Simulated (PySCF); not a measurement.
C6H4N2O2, SMILES c1coc(-c2nnco2)c1. The structure is a stationary point at PBE-D3(BJ)/def2-SVP. One conformer was computed; it need not be the lowest.

Computed equilibrium geometry at PBE-D3(BJ)/def2-SVP (PySCF confirms it by a frequency run) as bond lengths and angles, and its point group (one conformer of several):
point group Cs.
Atoms: C1 C2 O3 C4 C5 N6 N7 C8 O9 C10 H11 H12 H13 H14. Bond lengths (Å): C1–C2 1.379, C1–C10 1.429, C1–H11 1.095, C2–O3 1.358, C2–H12 1.095, O3–C4 1.365, C4–C5 1.441, C4–C10 1.386, C5–N6 1.314, C5–O9 1.372, N6–N7 1.389, N7–C8 1.301, C8–O9 1.365, C8–H13 1.095, C10–H14 1.095. Angles (°): C2–C1–C10 106.0, C2–C1–H11 126.6, C10–C1–H11 127.4, C1–C2–O3 110.7, C1–C2–H12 133.6, O3–C2–H12 115.7, C2–O3–C4 107.1, O3–C4–C5 117.6, O3–C4–C10 110.2, C5–C4–C10 132.2, C4–C5–N6 129.7, C4–C5–O9 117.8, N6–C5–O9 112.4, C5–N6–N7 106.1, N6–N7–C8 106.5, N7–C8–O9 113.1, N7–C8–H13 129.0, O9–C8–H13 117.9, C5–O9–C8 101.8, C1–C10–C4 105.9, C1–C10–H14 128.0, C4–C10–H14 126.1.
